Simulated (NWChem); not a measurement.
# Si3H7 cation

```xyz
10

Si     0.4497    -1.8727    -0.0593
Si    -1.0205    -0.0942    -0.1736
Si     0.4554     1.7759     0.1443
H      0.8811    -2.5007     1.2186
H      1.2311    -2.3674    -1.2248
H     -1.6140    -0.1439    -1.5382
H     -1.9752    -0.2807     0.9536
H     -0.4853     2.9264     0.0523
H      1.4573     1.7437    -0.9542
H      1.0758     1.6253     1.4874
```
Atoms are numbered in this order, from 1.

Level: PBE0/def2-SVP (NWChem), optimised geometry, unscaled harmonic frequencies. 

### Question
List the harmonic frequencies with IR intensities, and the thermochemistry.

### Answer
```csv
frequency (cm⁻¹),IR intensity (km/mol)
63,3.6
65,2.3
145,0.1
337,12.1
353,16.4
378,3.3
383,0.3
459,9.5
571,6.1
609,17.6
651,29.7
663,0.1
821,307.9
867,74.5
901,24.2
918,62.0
943,76.1
2248,4.5
2251,3.5
2266,12.9
2276,0.0
2281,15.3
2287,24.3
2304,8.8
```

- zero-point energy: 35.8 kcal/mol
- thermal correction to the enthalpy at 298.15 K (with zero-point energy): 41.2 kcal/mol
- heat capacity Cv: 25.9 cal/(mol K)
- entropy at 298.15 K and 1 atm (symmetry number 1): 85.1 cal/(mol K)

Rigid rotor and harmonic oscillator; modes under 100 cm⁻¹ make the entropy uncertain.
